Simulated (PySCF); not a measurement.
Species: C8H7FO.
Z-matrix (Å and degrees, PBE0-D3(BJ)/def2-SVP geometry), rows numbered from 1:
```
C 
C   1  1.5088
O   2  1.2117  1  121.04
C   2  1.4956  1  118.46  3  -179.98
C   4  1.4021  2  117.96  1  -179.86
C   5  1.3876  4  120.97  2  -179.94
C   6  1.3925  5  118.64  4     0.01
F   7  1.3285  6  119.12  5   179.91
C   7  1.3903  6  121.86  5    -0.04
C   9  1.3912  7  118.78  6     0.03
H   1  1.1009  2  110.96  3  -120.64
H   1  1.1010  2  110.93  3   120.11
H   1  1.0963  2  108.69  3    -0.22
H   5  1.0920  4  117.79  2     0.03
H   6  1.0915  5  121.99  4   179.99
H   9  1.0912  7  119.34  6  -179.98
H  10  1.0915  4  120.45  2    -0.05
```

Linear response at PBE0/def2-SVPD (PySCF, frozen core in the response, non-relativistic). The structure is a single PBE0-D3(BJ)/def2-SVP conformer in the gas phase; no vibrational or solvent corrections.

Static isotropic polarisability: 96.57 au (14.31 Å³), principal values 57.2, 101.9, 130.6 au.

Question: What is the polarisability at 1064 nm and at the sodium D line?

Answer: 97.84 au at 1064 nm (+1.3 %), 101.00 au at 589.3 nm (+4.6 %). The rise at 589.3 nm is 3.50 times that at 1064 nm; a pure ω² law gives 3.26. The lowest singlet lies at 320 nm, shorter than both wavelengths.

Question: What is the isotropic C6 coefficient between two such molecules, C6 = (3/π)∫α(iω)² dω?

Answer: 3595 au (Eh·bohr⁶) by a ten-point quadrature over imaginary frequencies, which is 2150 eV·Å⁶ or 207 J·nm⁶/mol.

Question: Which effective excitation energy ω̄ makes London's formula C6 = (3/4)α²ω̄ exact here?

Answer: ω̄ = 4·C6/(3α²) = 0.514 Eh = 14.0 eV. A one-pole form α(ω) = α/(1 − ω²/ω̄²) fitted to the 1064 nm value gives 10.3 eV. London's choice of the ionisation energy (9.29 eV, ΔSCF at the same level) gives C6 = 2390 au, 34 % too low.

Question: What n − 1 at the D line would an ideal gas of it have at 273.15 K and 1 atm (2.6868 × 10¹⁹ cm⁻³), by n − 1 = 2π·N·α′?

Answer: 25.27 × 10⁻⁴, a formal value whether or not that pressure can be reached.

Question: How anisotropic is the static polarisability, by Δα² = ½[(α1 − α2)² + (α2 − α3)² + (α3 − α1)²]?

Answer: Δα = 64.1 au, or 0.66 of the isotropic value.

Question: What three-body coefficient follows from the one-pole estimate C9 = (3/4)·α·C6?

Answer: 260000 au. This is an estimate from the two numbers above, not a computed integral.

Question: The lowest 6 singlets have (eV, f): 3.87, 0.000; 5.02, 0.006; 5.22, 0.254; 5.55, 0.000; 6.18, 0.168; 6.72, 0.418. What share of the static polarisability do they carry in the sum over states α = Σ f/ω²?

Answer: 17.21 au, 17.8 % of α; the largest term, 6.90 au, is that of the state at 5.22 eV. Their oscillator strengths add up to 0.85. Higher states carry the rest.

Question: How many electrons N does the Slater–Kirkwood formula C6 = (3/4)·√N·α^(3/2) need to give this C6?

Answer: N = (4·C6/3)²/α³ = 25.5; the species has 72 electrons in all.
